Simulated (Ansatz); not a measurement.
`Br[As](Br)Br` at its PBE0-D4/def2-TZVP geometry, where that method's forces vanish. The species carries charge 0 and has multiplicity 1.

| atom | x (Å) | y (Å) | z (Å) |
| --- | --- | --- | --- |
| Br1 | -1.946 | 0.656 | 0.356 |
| As2 | 0.312 | 0.197 | 0.725 |
| Br3 | 1.249 | 1.194 | -1.167 |
| Br4 | 0.385 | -2.047 | 0.086 |

For each bond, give half the difference of the two atoms' forces along it (eV/Å; positive pushes the atoms apart) under PBE-D4, r2SCAN-D4, B3LYP-D4, ωB97M-V in def2-TZVPP. (Estimate.)

Computed: 
```tsv
bond	length (Å)	PBE-D4	r2SCAN-D4	B3LYP-D4	ωB97M-V
Br1–As2	2.334	0.32	0.11	0.32	-0.06
As2–Br3	2.334	0.32	0.11	0.32	-0.06
As2–Br4	2.334	0.32	0.11	0.32	-0.06
```

B3LYP here is the variant with VWN-RPA as its local correlation; programs differ in this.
